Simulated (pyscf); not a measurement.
**F–WH(F)(F)(F)–SeH, singlet**

Gas-phase minimum from PySCF at ωB97X-D3(BJ)/def2-SVP, one conformer. 

```
W
F 1 1.8391
F 1 1.8394 2 150.41
F 1 1.8842 2 84.84 3 -70.08
F 1 1.8957 2 85.69 4 143.58
H 1 1.6785 2 102.18 4 -73.37
Se 6 2.2302 1 75.02 2 -98.41
H 7 1.4741 6 139.00 1 -0.15
```
Charge 0, spin multiplicity 1.

Properties at ωB97X-D3(BJ)/def2-SVP:

```
Property                                                                                                                                                                                                        Result
---------------------------------------------------------------------------------------------------------------------  -----------------------------------------------------------------------------------------------
Harmonic wavenumbers, unscaled                                                                                         59, 131, 199, 235, 240, 262, 300, 313, 359, 611, 635, 674, 733, 736, 760, 1179, 2163, 2460 cm⁻¹
Zero-point energy                                                                                                                                                                                        17.2 kcal/mol
Rotational symmetry number                                                                                                                                                                                           1
Entropy of this conformer at 298 K and 1 atm, rigid rotor and harmonic oscillator, modes under 100 cm⁻¹ raised to 100                                                                                  387.3 J/(mol K)
Dipole moment                                                                                                                                                                                                   1.68 D
```

Single-point totals, which compare only within one level:

```json
[
 {"level": "ωB97X-D3(BJ)/def2-TZVP", "total energy (hartree)": "-2869.58474"},
 {"level": "PBE/def2-TZVP", "total energy (hartree)": "-2868.93337"},
 {"level": "r²SCAN/def2-TZVP", "total energy (hartree)": "-2869.49116"},
 {"level": "B3LYP-D3(BJ)/def2-TZVP", "total energy (hartree)": "-2869.68065"},
 {"level": "PBE0-D3(BJ)/def2-TZVP", "total energy (hartree)": "-2868.93324"},
 {"level": "M06-2X/def2-TZVP", "total energy (hartree)": "-2869.34959"},
 {"level": "ωB97M-D3(BJ)/def2-TZVP", "total energy (hartree)": "-2869.62206"}
]
```

Soft torsions are taken as harmonic, which can shift the entropy by several J/(mol K). Elements up to Kr have no core potential and no relativistic terms here. Elements past Kr carry the def2 core potentials, without spin-orbit coupling.
